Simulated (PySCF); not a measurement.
Identify the compound

Molecular formula: C5H11NOSi2. Simulated spectra:

¹H NMR (600 MHz, computed): δ 6.48 (m, 1H), 6.40 (m, 1H), 6.20 (m, 1H), 5.41 (d, 1H), 5.12 (d, 1H), 1.99 (s, 3H), 0.41 (br s, 2H), 0.37 (br s, 1H).

¹³C{¹H} NMR (computed): δ 144.7 (CH), 140.3 (CH2), 112.2 (C), 89.1 (C), 5.9 (CH3).

PySCF 2.14 calculation with NMR shieldings at PBE0/pcSseg-1/GIAO and GFN2-xTB structure; single conformer, gas phase, relativity neglected, fast rotation and ring inversion assumed for equivalent nuclei.

Chemical shifts δ = σref − σ; ¹H (31.72 ppm), ¹³C (186.93 ppm) against TMS, all at this level.

**Question.** Which of these isomers gave the spectra?
A. C=C[Si@](N)(C#CC)[SiH2]O
B. C=N[SiH2][Si@@H](C#CC)OC
C. C=NC1=C(CCO)[SiH2][SiH2]1

**Answer.** A. 

- The formula gives 3 degrees of unsaturation (no ring in the answer).
- 5 carbon signals for 5 carbons: no two carbons are equivalent.
- Carbon types of the structure: 2 × C, 1 × CH, 1 × CH2, 1 × CH3, leaving 5 H on heteroatoms.
- δC 144.7: alkene CH; the olefinic region.
- δC 140.3: terminal =CH2 carbon; an sp2 carbon of a C=C bond.
- δC 112.2, 89.1: alkyne carbon.
- δC 5.9: propargylic methyl carbon; saturated and bonded to C and H only.
- δH 6.40: hydrogen on an alkene CH; a vinylic proton, deshielded by the sp2 carbon and the C=C anisotropy.

The others: C=N[SiH2][Si@@H](C#CC)OC would give 7 signals for carbon-bound and other non-exchanging H, not 6; C=NC1=C(CCO)[SiH2][SiH2]1 has carbons computed at 167.8, 144.5, 124.5, 66.7, 36.7, with a different DEPT pattern.

OH/NH shifts are gas-phase values; hydrogen bonding in solution moves them, usually downfield. Shifts are as computed. Against solution values, carbons near 30 ppm lie about +3 ppm off and those near 130 ppm about +5 ppm. Of 1211 compounds with measured shifts, 218 miss one by over three times the rms of a fit or turn the order of signals round; such compounds aren't used in these exercises. Multiplicities follow the n + 1 count of equivalent neighbours, as no J values were calculated; m marks all less simple cases, F and P coupling included.
